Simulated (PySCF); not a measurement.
## Dipole response of Cl²⁺ (chlorine, charge +2)

[Ne] 3s2 3p3, high-spin 4S determinant. All numbers are calculated (PySCF 2.14, the non-relativistic Hamiltonian (point nucleus), in dyall-acv3z). Coupled (time-dependent) response in atomic units; α is the mean over directions.

```
method  mean α (bohr³)  C₆ (like pair)  S(−4)
   UHF           5.980           21.27  11.56
   PBE           5.879           20.94  10.24
  PBE0           5.870           20.87  10.31
M06-2X           5.952           20.81  11.39
```

S(−4) is the Cauchy moment in α(ω) = α(0) + S(−4) ω² + …

α(iu) at M06-2X:

```tsv
u (hartree)	α(iu) (bohr³)
0	5.952
0.0500	5.924
0.100	5.841
0.200	5.539
0.300	5.114
0.500	4.147
0.750	3.068
1.00	2.274
1.50	1.339
2.00	0.8726
3.00	0.4620
5.00	0.2078
```

For an ion, C₆ is the dispersion term alone; charge-induced terms of lower order in 1/R come first.
